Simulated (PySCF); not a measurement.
Electron correlation in Ge⁺ (germanium, charge +1)

[Ar] 3d10 4s2 4p1, 2P determinant. Computed with PySCF 2.14 in Sapporo-DKH3-DZP-2012, with the spin-free X2C one-electron Hamiltonian (Gaussian nucleus). Frozen: [Ar] 3d10; 3 electrons correlated.

MP2 pair energies summed by pair of shells (mhartree):

```
 pair  energy  share (%)
4s-4s  -17.63       57.9
4s-4p  -12.83       42.1
```

Total MP2 correlation energy: -30.46 mhartree.

Same-spin part -2.08 and opposite-spin part -28.37 mhartree; SCS-MP2 scales them by 1/3 and 6/5 to -34.74 mhartree.

```
  level  correlation energy (mhartree)
   CCSD                         -45.04
    (T)                          -0.46
CCSD(T)                         -45.50
```

Diagnostics: T1 = 0.0092, D1 = 0.0226, largest double amplitude 0.094.

Task: Is a single reference adequate?

Result: Mostly. T1 lies below 0.03, but a double amplitude of this size points to a near-degeneracy that CCSD handles and MP2 describes poorly.
